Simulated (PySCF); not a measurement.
Molfile (atoms numbered from 1):
```
C4H4ClF3O
     RDKit          3D

 13 12  0  0  0  0  0  0  0  0999 V2000
   -1.7200   -0.3781    0.4261 C   0  0  0  0  0  0  0  0  0  0  0  0
   -0.3549    0.2495    0.5204 C   0  0  2  0  0  0  0  0  0  0  0  0
   -0.4414    1.6135    0.3782 F   0  0  0  0  0  0  0  0  0  0  0  0
    0.5871   -0.2365   -0.5750 C   0  0  0  0  0  0  0  0  0  0  0  0
    0.7903   -1.5646   -0.4280 F   0  0  0  0  0  0  0  0  0  0  0  0
    0.0540   -0.0288   -1.7840 F   0  0  0  0  0  0  0  0  0  0  0  0
    1.9720    0.4397   -0.4503 C   0  0  0  0  0  0  0  0  0  0  0  0
    2.5124    0.5780    0.5922 O   0  0  0  0  0  0  0  0  0  0  0  0
    2.6817    0.9168   -1.9781 Cl  0  0  0  0  0  0  0  0  0  0  0  0
   -1.6462   -1.4691    0.5310 H   0  0  0  0  0  0  0  0  0  0  0  0
   -2.1792   -0.1409   -0.5433 H   0  0  0  0  0  0  0  0  0  0  0  0
   -2.3590    0.0124    1.2295 H   0  0  0  0  0  0  0  0  0  0  0  0
    0.1329    0.0306    1.4845 H   0  0  0  0  0  0  0  0  0  0  0  0
  1  2  1  0
  2  3  1  0
  2  4  1  0
  4  5  1  0
  4  6  1  0
  4  7  1  0
  7  8  2  0
  7  9  1  0
  1 10  1  0
  1 11  1  0
  1 12  1  0
  2 13  1  1
M  END
```

Computed data (PySCF): GIAO PBE0/pcSseg-1 shieldings, PBE0-D3(BJ)/def2-SVP structure. Relativity neglected, one averaged value for each set of equivalent atoms, no solvent, one computed conformer.

Referencing at the same level of theory: ¹³C (184.41 ppm), ¹H (31.27 ppm) vs TMS; CFCl3 for ¹⁹F (177.25 ppm); ¹⁷O (334.56 ppm) vs H2O; ³⁵Cl (943.27 ppm) against HCl.

| atoms | nucleus | count | δ (ppm) |
| --- | --- | --- | --- |
| C1 | ¹³C | 1 | 13.9 |
| O8 | ¹⁷O | 1 | 602.8 |
| F3 | ¹⁹F | 1 | -220.2 |
| H13 | ¹H | 1 | 4.93 |
| Cl9 | ³⁵Cl | 1 | 450 |
| C4 | ¹³C | 1 | 114.3 |
| C7 | ¹³C | 1 | ? |
| F6 | ¹⁹F | 1 | ? |
| F5 | ¹⁹F | 1 | -122.6 |
| C2 | ¹³C | 1 | ? |
| H10/H11/H12 | ¹H | 3 | 1.51 |

Q: Estimate the values marked ?.

A: 
- C7: 180.6 ppm, carbonyl carbon
- C2: 88.1 ppm, sp3 CH bonded to F; deshielded by the electronegative neighbour
- F6: -139.5 ppm, fluorine of a CF2 group

Carbons that carry Cl, above all several Cl atoms, come out too deshielded, partly because spin–orbit coupling is missing. Shifts are as computed. Against solution values, carbons near 30 ppm lie about +2 ppm off and those near 130 ppm about +5 ppm; carbons on Cl a further +5 ppm. Of 1313 compounds with measured shifts, 239 miss one by over three times the rms of a fit or turn the order of signals round; such compounds aren't used in these exercises. Unscaled 19F shifts against computed CFCl3 carry errors that often reach 10 to 50 ppm. Unscaled 17O shifts of doubly bonded oxygen tend to come out too high, by tens of ppm or more. Experimental scales use liquid or dissolved standards, which lie at an offset from isolated H2O (liquid H2O: subtract about 36 ppm).
